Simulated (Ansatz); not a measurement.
Two isomers of C4H6F4: A = `FCC(CF)C(F)F`, B = `CC(F)(F)C(F)CF`.

Calculated with Ansatz (gas phase, PBE0-D4/def2-TZVP geometries, no zero-point term in ΔE). CCSD(T)/CBS adds triple-zeta CCSD(T) − MP2 to the extrapolated MP2 energy (def2 sets, frozen cores). Functionals use def2-TZVPP. B3LYP here is the variant with VWN-RPA as its local correlation; programs differ in this. Each species was taken in one conformer, which may not be the lowest.

A:

Z-matrix (Å, degrees):
```
C
C 1 1.517
F 1 1.383 2 109.1
H 1 1.093 2 111.6 3 -119.1
H 1 1.091 2 110.8 3 119.0
C 2 1.515 1 111.1 3 65.6
C 2 1.513 1 111.2 3 -170.4
H 2 1.095 1 108.3 3 -53.4
F 6 1.383 2 109.7 1 -172.9
H 6 1.094 2 111.1 1 67.9
H 6 1.092 2 110.3 1 -53.7
F 7 1.362 2 110.3 1 -56.2
F 7 1.358 2 110.3 1 61.9
H 7 1.093 2 112.8 1 -177.0
```

B:

```xyz
14

C    -1.603    0.443    0.113
C    -0.210    0.960   -0.101
F    -0.002    1.211   -1.428
F    -0.069    2.150    0.540
C     0.925    0.051    0.364
F     0.776   -0.164    1.716
C     0.963   -1.270   -0.358
F     2.154   -1.904   -0.094
H    -1.772   -0.455   -0.482
H    -2.313    1.211   -0.194
H    -1.751    0.211    1.167
H     1.867    0.586    0.207
H     0.883   -1.112   -1.436
H     0.150   -1.917   -0.014
```

**Question.** Which is lower in electronic energy at CCSD(T)/CBS, and by how much? (An estimate is asked.)

**Answer.** Ansatz gave: B, by 17.5 kJ/mol.

**Question.** Give E(B) − E(A) in kJ/mol with PBE0-D4, B3LYP, CCSD/def2-TZVPP, LDA (SPW92), ωB97M-V, r2SCAN-D4, B3LYP-D4. (Best estimate.)

**Answer.** Computed: PBE0-D4 -18.6, B3LYP -17.8, CCSD/def2-TZVPP -15.6, LDA (SPW92) -25.1, ωB97M-V -20.4, r2SCAN-D4 -23.6, B3LYP-D4 -18.0. None reverses the order clearly.

**Question.** Does the order hold for the free energy at 298.15 K (harmonic terms from PBE0-D4)? (Estimate.)

**Answer.** Computed: Yes: G(B) − G(A) = -20.4 kJ/mol, for one conformer each.

Largest T1 diagnostic: 0.011.

Leaving LDA and LC-ωPBE aside and taking each functional with its dispersion term where it has one, the values, not all of them listed here, spread over 8.0 kJ/mol, from B97M-V to B2PLYP. LDA lies −6.1 kJ/mol from PBE without D4. At CCSD(T), def2-SVP lies +3.5 kJ/mol from the extrapolated value and def2-TZVPP +1.5 kJ/mol.
